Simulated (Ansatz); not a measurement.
FGeH3O, SMILES `[OH][GeH2][F]`. The species carries charge 0 and has multiplicity 1.

Z-matrix (Å, degrees):
```
Ge
F 1 1.738
O 1 1.760 2 107.6
H 1 1.526 2 107.8 3 114.3
H 1 1.534 2 105.1 3 -119.6
H 3 0.960 1 113.6 2 -67.0
```

(1) List the harmonic frequencies (cm⁻¹, unscaled) at PBE0-D4/def2-TZVP in Ansatz. (Best estimate.)

(2) Is this a minimum?

(3) Give the ideal-gas thermochemistry at 298.15 K and 1 bar (rigid rotor, harmonic oscillator; point group C1, symmetry number 1).

(4) Rotational constants (cm⁻¹)?

Answers

(1) Computed: 204, 272, 562, 659, 699, 739, 809, 859, 935, 2178, 2225, 3897.

(2) Yes, all 12 modes are real.

(3) Zero-point energy 84.0 kJ/mol; H(298) − E = 98.4 kJ/mol; entropy 291.4 J/(mol·K), of which translation 167.5, rotation 100.3, vibration 23.5; G(298) − E = 11.5 kJ/mol.

(4) 0.5067, 0.2216, 0.1665.
